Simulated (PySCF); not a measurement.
Isomers of C7H9FO, mass 128.064 u with the commonest isotopes. Method used: PBE0/pcSseg-1 in PySCF (dipole) on a GFN2-xTB geometry, gas phase. One conformer each, none proved a minimum here; rigid rotors.

Question: Order these by radius of gyration √(Σ m r²/M), largest first.
A. `[CH2:1]=[CH:2][C@H:3]1[CH2:4][CH2:5][C:6]([F:7])=[CH:8][O:9]1` with C1–C2–C3–C4 92°, C2–C3–C4–C5 62°, C3–C4–C5–C6 45°, C4–C5–C6–F7 162°, C6–C8–O9–C3 -11°
B. `[CH:1]#[C:2]/[C:3]([CH2:4][OH:5])=[C:6](\[CH3:7])[CH2:8][F:9]` with C2–C3–C4–O5 91°, C3–C4–O5–H 64°, C3–C6–C8–F9 56°
C. `[CH3:1][C:2]1=[CH:3][C@@:4]12[CH2:5][O:6][CH2:7][C@@H:8]2[F:9]` with C2–C3–C4–C5 -108°, C3–C4–C5–O6 -173°, C4–C5–O6–C7 37°, C5–O6–C7–C8 -35°
D. `O=C1C[C@@H]2C[C@@H](F)[C@H]1C2`
E. `[CH:1]#[C:2]/[C:3](=[CH:4]/[F:5])[CH2:6][O:7][CH2:8][CH3:9]` with C2–C3–C6–O7 -60°, C3–C6–O7–C8 166°, C6–O7–C8–C9 70°

Answer: E (2.387 Å), B (2.148 Å), A (2.069 Å), C (2.014 Å), D (1.868 Å).

Question: Order these by rotational constant B, smallest first.
A. `[CH:1]#[C:2]/[C:3]([CH2:4][OH:5])=[C:6](\[CH3:7])[CH2:8][F:9]` with C2–C3–C4–O5 91°, C3–C4–O5–H 64°, C3–C6–C8–F9 56°
B. `[CH2:1]=[C:2]1[C:3](=[CH2:4])[C@H:5]([F:6])[C@@H:7]1[O:8][CH3:9]` with C5–C7–O8–C9 78°
C. `O=C1C[C@@H]2C[C@@H](F)[C@H]1C2`
D. `[CH2:1]=[CH:2][C@H:3]1[CH2:4][CH2:5][C:6]([F:7])=[CH:8][O:9]1` with C1–C2–C3–C4 92°, C2–C3–C4–C5 62°, C3–C4–C5–C6 45°, C4–C5–C6–F7 162°, C6–C8–O9–C3 -11°
E. `[CH:1]#[C:2]/[C:3](=[CH:4]/[F:5])[CH2:6][O:7][CH2:8][CH3:9]` with C2–C3–C6–O7 -60°, C3–C6–O7–C8 166°, C6–O7–C8–C9 70°

Answer: E (1035 MHz), D (1129 MHz), A (1391 MHz), B (1468 MHz), C (1596 MHz).

Question: Order these by rotational constant A, largest first.
A. `[CH2:1]=[CH:2][C:3](=[O:4])[C:5]1([CH2:6][F:7])[CH2:8][CH2:9]1` with C1–C2–C3–O4 -17°, C2–C3–C5–C6 -18°, C3–C5–C6–F7 78°
B. `O=C1C[C@@H]2C[C@@H](F)[C@H]1C2`
C. `[CH2:1]=[CH:2][C@H:3]1[CH2:4][CH2:5][C:6]([F:7])=[CH:8][O:9]1` with C1–C2–C3–C4 92°, C2–C3–C4–C5 62°, C3–C4–C5–C6 45°, C4–C5–C6–F7 162°, C6–C8–O9–C3 -11°
D. `[CH2:1]=[C:2]1[C:3](=[CH2:4])[C@H:5]([F:6])[C@@H:7]1[O:8][CH3:9]` with C5–C7–O8–C9 78°
E. `[CH:1]#[C:2]/[C:3](=[CH:4]/[F:5])[CH2:6][O:7][CH2:8][CH3:9]` with C2–C3–C6–O7 -60°, C3–C6–O7–C8 166°, C6–O7–C8–C9 70°

Answer: C (3075 MHz), B (2666 MHz), D (2370 MHz), A (2156 MHz), E (1987 MHz).

| SMILES | point group | Ia (u·Å²) | Ib (u·Å²) | Ic (u·Å²) | κ | μa (D) | μb (D) | μc (D) |
| --- | --- | --- | --- | --- | --- | --- | --- | --- |
| C=C[C@H]1CCC(F)=CO1 | C1 | 164.34 | 447.62 | 484.27 | -0.92 | 1.75 | 1.28 | 0.70 |
| C=C1C(=C)[C@H](F)[C@@H]1OC | C1 | 213.28 | 344.24 | 517.73 | -0.29 | 0.39 | 0.55 | 1.73 |
| C#C/C(=C/F)COCC | C1 | 254.32 | 488.15 | 717.07 | -0.48 | 0.40 | 0.37 | 1.00 |
| C#C/C(CO)=C(\C)CF | C1 | 251.19 | 363.26 | 567.24 | -0.11 | 0.36 | 3.03 | 1.29 |
| CC1=C[C@@]12COC[C@@H]2F | C1 | 209.41 | 367.08 | 462.08 | -0.57 | 2.28 | 0.24 | 0.52 |
| C=CC(=O)C1(CF)CC1 | C1 | 234.37 | 347.18 | 522.27 | -0.18 | 0.92 | 1.07 | 1.28 |
| O=C1C[C@@H]2C[C@@H](F)[C@H]1C2 | C1 | 189.54 | 316.70 | 387.60 | -0.57 | 0.47 | 2.89 | 0.01 |
